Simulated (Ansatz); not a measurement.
Clusters of 8 atoms, II-VI: PBE-D4/def2-SVP single points in Ansatz on relaxed structures, gas phase. Each cluster is the lowest isomer that a short search found in that spin, judged at the geometry's level, and lower ones may exist. Core potentials for Ba, Hg, Sr, Te, no spin–orbit coupling. HOMO and LUMO are taken over both spins. Binding counts from free atoms in the multiplicity of their measured ground term, without zero-point energy. Singlets are spin-restricted. A dash marks a value that wasn't run or was left out as unsound. The structures are stationary points that may keep the symmetry of their start.

| species | atoms | state | geometry | HOMO (eV) | LUMO (eV) | gap (eV) | binding per atom (eV) | point group (within 0.1 Å) |
| --- | --- | --- | --- | --- | --- | --- | --- | --- |
| Ca4Se4 | 8 | singlet | PBE0-D4/def2-SVP | -4.82 | -1.83 | 2.99 | 3.59 | Td |
| Mg4Te4 | 8 | singlet | PBE-D4/def2-SVP | -5.52 | -3.14 | 2.38 | 2.43 | Td |
| Hg4Se4 | 8 | singlet | r2SCAN-D4/def2-SVP | -5.41 | -3.11 | 2.30 | 1.39 | – |
| Mg4O4 | 8 | singlet | PBE-D4/def2-SVP | -5.37 | -2.62 | 2.75 | 3.59 | D4h |
| Sr4Te4⁺ | 8 | doublet | PBE-D4/def2-SVP | -7.58 | -7.00 | 0.57 | – | C2v |
| Be4Te4 | 8 | singlet | B3LYP-D4/def2-SVP | -5.82 | -3.89 | 1.94 | 3.07 | Td |

(1) Estimate the rows for Ba4S4 (singlet, r2SCAN-D4/def2-SVP geometry); Sr4Te4 (singlet, r2SCAN-D4/def2-SVP geometry).

(1) 
```csv
species,atoms,state,geometry,HOMO (eV),LUMO (eV),gap (eV),binding per atom (eV),point group (within 0.1 Å)
Ba4S4,8,singlet,r2SCAN-D4/def2-SVP,-4.22,-1.30,2.92,3.97,Td
Sr4Te4,8,singlet,r2SCAN-D4/def2-SVP,-4.36,-2.53,1.83,2.55,–
```

The gap (eV) runs from 0.57 (Sr4Te4⁺) to 2.99 (Ca4Se4).
